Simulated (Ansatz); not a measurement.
Stepwise reaction of `[SH][Ge][SH]` with hydrogen chloride, as a gas-phase model of exchange steps in deposition or etching. ΔE in kJ/mol.

Calculated with Ansatz (gas phase, PBE0-D4/def2-TZVP geometries, no zero-point term in ΔE). CCSD(T)/CBS is the MP2 limit (def2-TZVPP, def2-QZVPP) plus CCSD(T) − MP2 in def2-TZVPP, frozen cores. This one scheme is used for every species. DFT in def2-TZVPP. B3LYP here is the variant with VWN-RPA as its local correlation; programs differ in this. For Ge outer-core shells are correlated without core-valence functions, which leaves a few kJ/mol of doubt a bond. Scalar relativity is left out up to krypton. Each species was taken in one conformer, which may not be the lowest.

```
step                                     reaction  PBE-D4  B3LYP-D4  ωB97M-V  CCSD(T)/CBS
   1  `[SH][Ge][SH]` + HCl → `[SH][Ge][Cl]` + H₂S   -19.0     -24.2    -25.1        -19.4
   2  `[SH][Ge][Cl]` + HCl → `[Cl][Ge][Cl]` + H₂S   -21.1     -26.3    -27.8        -23.5
```

**Question.** By hand: ΔE of the 2 steps together at CCSD(T)/CBS.

**Answer.** (-19.4) + (-23.5) = -42.9 kJ/mol, or -21.4 kJ/mol a step.

In ΔE the steps differ by no more than 4.1 kJ/mol. All are downhill at CCSD(T)/CBS. PBE-D4 differs from CCSD(T)/CBS by 0.4 to 2.4 kJ/mol a step. Isolated molecules leave out the surface, adducts and barriers. Largest T1 diagnostic: 0.014.
